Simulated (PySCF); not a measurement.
C2H7NO2Si, SMILES O(C)C(=O)[SiH2]N at its GFN2-xTB optimised geometry (Å):

```
13

C      2.5210    -1.1547     0.0000
O      1.0968    -1.1547     0.0000
C      0.4895     0.0367     0.0000
O      1.0957     1.0823     0.0022
Si    -1.4121    -0.1531     0.0191
N     -1.9360     1.4223    -0.3933
H      2.8966    -0.6543     0.8949
H      2.8959    -0.6283    -0.8800
H      2.8293    -2.1967    -0.0150
H     -1.7877    -0.6546     1.3490
H     -1.8254    -1.1026    -1.0126
H     -1.3042     2.1967    -0.2615
H     -2.8966     1.7118    -0.3257
```

Level of theory: PBE/def2-TZVP in PySCF 2.14.0. Cells within 0.4 Å of a nucleus heavier than hydrogen are left out (blank, or x).

Map of the HOMO−1 amplitude (bohr^(-3/2)), clipped to [-0.25, 0.25] on the plane z = 0.0 Å; orbital energy -6.19 eV, overall sign arbitrary:

```
|5554444444444444444444444555555|
|5555444444444444444444445555555|
|5555444444444444444444445555555|
|5555544444444444444444455555555|
|5555554444444444444444455555555|
|5555555444444444444444555555555|
|5555555444444444444444555555555|
|5555555544444444444445555555555|
|5555555444444444444445555555555|
|5555555444444444333455555555555|
|4444444443444443211455555555555|
|444444444334444310xx86555555555|
|444444444344554310xx97655555555|
|4444444444455554326997655555554|
|4444444444456666xx5776555555444|
|4444444444xx5777xx4555555544444|
|4444444444xx5777643445554444444|
|4444444444456666531245544444444|
|444444444444555542xx45xx4444444|
|444444444444555554xx65xx4444444|
|4444444444445555556665544444444|
|4444444444445555555555544444444|
|4444444444445555555555544444444|
|4444444444444555555555544444444|
|4444444444444555555555544444444|
|4444444444444555555555544444444|
|4444444444444555555555544444444|
|4444444444445555555555555555555|
|4444444444445555555555555555555|
|4444444444445555555555555555555|
|4444444444445555555555555555555|
```
Scale: ten equal steps from -0.250 (start of '0') to 0.250 (end of '9'), in the order '0123456789'; x runs from -5.00 to 5.00, y from -5.00 (bottom) to 5.00 (top).
